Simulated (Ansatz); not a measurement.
`ClCBr` + HI → `BrCI` + HCl at 700 K and 1 bar (substitution at a C–Cl bond).

Computed with Ansatz on PBE0-D4/def2-TZVP structures; ΔE is electronic, products minus reactants. CBS: MP2 limit from def2 TZ/QZ plus the TZ coupled-cluster correction, frozen cores. This one scheme is used for every species. Elements past krypton have def2 core potentials. For Br, I outer-core shells are correlated without core-valence functions, which leaves a few kJ/mol of doubt a bond. Scalar relativity is left out up to krypton.

```csv
species,CCSD(T)/CBS energy (Eh),H − E (kJ/mol),S (J/(mol·K))
`ClCBr`,-3072.34323,114.8,342.7
HI,-298.03592,34.6,231.7
`BrCI`,-2910.00605,113.5,364.6
HCl,-460.38127,38.4,211.8
```

H − E and S are ideal-gas, rigid-rotor, harmonic terms from PBE0-D4/def2-TZVP. 1 Eh = 2625.50 kJ/mol, R = 8.31446 J/(mol·K).

Task: By hand: ΔE, ΔH, ΔS and ΔG.

Result: ΔE = (-2910.00605) + (-460.38127) − (-3072.34323) − (-298.03592) = -0.00817 Eh = -21.5 kJ/mol. Δ(H − E) = 113.5 + 38.4 − 114.8 − 34.6 = 2.5, so ΔH = -19.0 kJ/mol. ΔS = 364.6 + 211.8 − 342.7 − 231.7 = 2.0 J/(mol·K). ΔG = -19.0 − 700 × (2.0)/1000 = -20.4 kJ/mol.

Task: By hand: the equilibrium constant, and the temperature at which ΔG would vanish if ΔH and ΔS stayed fixed.

Result: log₁₀ K = −ΔG/(RT ln 10) = 1.5. ΔH and −TΔS have one sign here, so there is no such temperature.

The number of gas molecules stays the same, so ΔS is small and ΔH decides. A doubt of 5 kJ/mol in ΔE shifts log₁₀ K by 0.4 here. These are equilibria of isolated gas molecules and say nothing of rates. Largest T1 diagnostic: 0.008 (customary marks: 0.02 for closed shells, 0.045 for open ones).

ΔS is within the doubt of such terms, so its sign, and with it that verdict, could turn.
